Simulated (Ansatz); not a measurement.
`[NH2][Nb]([OH])([F])=[S]` + HCl → `[OH][Nb]([F])(=[S])[Cl]` + NH₃ at 298.15 K and 1 bar (ligand exchange at the Nb–N bond).

Gas-phase electronic energies from Ansatz, PBE0-D4/def2-TZVP geometries. CCSD(T)/CBS adds triple-zeta CCSD(T) − MP2 to the extrapolated MP2 energy (def2 sets, frozen cores). This one scheme is used for every species. def2 core potentials past Kr. For Nb outer-core shells are correlated without core-valence functions, which leaves a few kJ/mol of doubt a bond. Each species was taken in one conformer, which may not be the lowest.

| species | CCSD(T)/CBS energy (Eh) | H − E (kJ/mol) | S (J/(mol·K)) |
| --- | --- | --- | --- |
| `[NH2][Nb]([OH])([F])=[S]` | -686.36905 | 133.6 | 360.4 |
| HCl | -460.38127 | 26.6 | 186.8 |
| `[OH][Nb]([F])(=[S])[Cl]` | -1090.26754 | 69.9 | 359.2 |
| NH₃ | -56.50880 | 100.5 | 192.4 |

H − E and S are ideal-gas, rigid-rotor, harmonic terms from PBE0-D4/def2-TZVP, for one conformer and one mirror image of each species. 1 Eh = 2625.50 kJ/mol, R = 8.31446 J/(mol·K).

Task: By hand: ΔE, ΔH, ΔS and ΔG.

Result: ΔE = (-1090.26754) + (-56.50880) − (-686.36905) − (-460.38127) = -0.02602 Eh = -68.3 kJ/mol. Δ(H − E) = 69.9 + 100.5 − 133.6 − 26.6 = 10.2, so ΔH = -58.1 kJ/mol. ΔS = 359.2 + 192.4 − 360.4 − 186.8 = 4.4 J/(mol·K). ΔG = -58.1 − 298.15 × (4.4)/1000 = -59.4 kJ/mol.

Task: By hand: the equilibrium constant, and the temperature at which ΔG would vanish if ΔH and ΔS stayed fixed.

Result: log₁₀ K = −ΔG/(RT ln 10) = 10.4. ΔH and −TΔS have one sign here, so there is no such temperature.

The number of gas molecules stays the same, so ΔS is small and ΔH decides. A doubt of 5 kJ/mol in ΔE shifts log₁₀ K by 0.9 here. Other conformers and mirror images would add mixing entropy, several J/(mol·K) or more a flexible species. These are equilibria of isolated gas molecules and say nothing of rates. Largest T1 diagnostic: 0.023 (customary marks: 0.02 for closed shells, 0.045 for open ones).

ΔS is within the doubt of such terms, so its sign, and with it that verdict, could turn.
